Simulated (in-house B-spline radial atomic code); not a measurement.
Mg III (Mg2+) is squeezed into an impenetrable sphere of radius R (the orbitals vanish at R). No spin polarisation. Computed with a radial B-spline atomic code at the basis-set limit: non-relativistic LDA VWN5, spherical fractional occupations, point nucleus.

Energies in eV above the free ion in [He] 2s2 2p6:

| R (bohr) | highest level (eV) | [He] 2s2 2p6 | -dE/dV in [He] 2s2 2p6 (GPa) |
| --- | --- | --- | --- |
| 8.95 | -66.9 | 0 | 2.46e-11 |
| 5.58 | -66.9 | 0 | 5.09e-05 |
| 4.72 | -66.9 | 0.0001527 | 0.00241 |
| 4.39 | -66.9 | 0.0005856 | 0.0106 |
| 3.43 | -66.8 | 0.02784 | 0.81 |
| 3.16 | -66.7 | 0.08115 | 2.76 |
| 2.44 | -65.6 | 1.353 | 75.7 |
| 2.33 | -65.1 | 2.071 | 127 |
| 1.66 | -53.5 | 27.63 | 3360 |
| 1.5 | -45.4 | 51.68 | 7770 |
